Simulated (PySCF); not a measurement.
# One molecule, several mistakes: BGe2H6

These are calculations, not measurements. They come from PySCF 2.14.0, an open-source quantum chemistry program, on an isolated molecule that a program drew, which may never have been made. The molecule is BGe2H6 (charge 0, doublet), drawn as the SMILES string `[GeH2][BH][GeH3]`.

Each row is a Hartree-Fock (HF) and frozen-core CCSD(T) single point in the cc-pVDZ basis, meant for a local HF minimum. Run 1 is clean. Each other run has one planted mistake out of seven kinds, and not every kind appears here: one electron removed, one electron added, multiplicity raised by two, geometry at a saddle point, minimal basis STO-3G, one bond length entered in bohr, all coordinates scaled. The reference is restricted for singlets and unrestricted otherwise, and also for a bond in bohr. Adding or removing an electron swaps singlet and doublet. Electrons count all cores. HOMO and LUMO are orbital energies over both spins, the gradient is its largest component, and the lowest frequency (negative if imaginary) is given only where the gradient is small. Bond lengths are over the 8 bonds as drawn. T1 is the CCSD diagnostic: over 0.02 (restricted) or 0.045 (unrestricted) a single reference is doubtful. Germanium has the cc-pVDZ-PP basis, with a core potential (ECP10MDF) in place of its 10 inner electrons, and its 3s, 3p and 3d shells are frozen in CCSD(T).

Geometry of the clean run:
```xyz
9
BGe2H6, angstrom
Ge   -1.6231    0.4732    1.0058
B    -0.7993    0.6730   -0.7971
Ge   -1.0433    2.3659   -1.9863
H    -1.4668   -0.7510    1.9041
H    -2.4973    1.5324    1.6705
H    -0.1345   -0.2404   -1.1948
H     0.3215    3.0019   -2.2941
H    -1.9227    3.4404   -1.3291
H    -1.6914    1.9865   -3.3272
```

```
run  electrons  basis functions  <S^2>  HOMO (eV)  LUMO (eV)  gradient (hartree/bohr)  lowest frequency (cm^-1)  mean bond (Å)  longest bond (Å)      T1  HF (hartree)  CCSD(T) (hartree)                 mistake
  1         75               90  0.760      -8.26       0.15                  1.2e-05                        77         1.6169             2.083  0.0166    -614.86982         -615.20363                no fault
  2         76               90  0.000      -1.36       7.21                  3.6e-02                         -         1.6169             2.083  0.0189    -614.89034         -615.26609      one electron added
  3         75               90  0.761      -8.16       0.18                  1.5e-02                         -         1.6735             2.156  0.0184    -614.86180         -615.19873  all coordinates scaled
  4         74               90  0.000     -15.88      -6.79                  4.2e-02                         -         1.6169             2.083  0.0155    -614.59395         -614.90786                       ?
  5         75               90  1.700      -8.33       0.40                  9.0e-03                         -         1.8486             3.937  0.0207    -614.77652         -615.08487                       ?
```

**Which mistake was planted in run 4, and what did it cost?**

It counts 74 electrons, one fewer than the clean run, at the same geometry and basis. So the mistake is: one electron removed. Subtracting run 1 and multiplying by 627.51 kcal/mol a hartree, the energy moved by 173.1 kcal/mol in HF and 185.6 kcal/mol in CCSD(T).

**Which mistake was planted in run 5, and what did it cost?**

The mean bond changes by a factor of 1.143 and the longest by 1.890, so the molecule wasn't scaled as a whole. A length L in bohr read as angstrom grows by (1/0.5292 - 1) L = 0.890 L. The 8 bonds together grew by 8 x 0.2317 = 1.854 Å, which gives L = 2.083 Å. That is bond B2-Ge3, 2.083 Å in the clean geometry. So the mistake is: one bond length entered in bohr. Subtracting run 1 and multiplying by 627.51 kcal/mol a hartree, the energy moved by 58.5 kcal/mol in HF and 74.5 kcal/mol in CCSD(T).

